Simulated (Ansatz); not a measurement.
C$_{2}$H$_{2}$ClFSi (`FC1=C(Cl)[SiH2]1`). Charge 0, multiplicity 1.

| atom | x (Å) | y (Å) | z (Å) |
| --- | --- | --- | --- |
| F1 | -1.8882 | 1.2351 | 0.3620 |
| C2 | -0.7996 | 0.5266 | 0.1569 |
| C3 | 0.4164 | 0.4636 | 0.6800 |
| Cl4 | 1.3088 | 1.2280 | 1.9007 |
| Si5 | 0.1883 | -0.7405 | -0.6735 |
| H6 | -0.0022 | -2.1876 | -0.4080 |
| H7 | 0.7765 | -0.5252 | -2.0182 |

(1) What are the harmonic wavenumbers in cm⁻¹ at PBE0-D4/def2-TZVP (Ansatz, finite differences of forces, unscaled)? (Best estimate.)

(2) Is this a minimum?

(3) Give the ideal-gas thermochemistry at 298.15 K and 1 bar (rigid rotor, harmonic oscillator; point group Cs, symmetry number 1).

(4) Rotational constants (cm⁻¹)?

## Answers

(1) Ansatz gave: 179, 218, 318, 471, 550, 592, 658, 694, 770, 936, 990, 1209, 1749, 2231, 2239.

(2) Yes, all 15 modes are real.

(3) Zero-point energy 82.6 kJ/mol; H(298) − E = 99.2 kJ/mol; entropy 318.0 J/(mol·K), of which translation 167.3, rotation 115.0, vibration 35.7; G(298) − E = 4.4 kJ/mol.

(4) 0.1416, 0.07661, 0.05061.
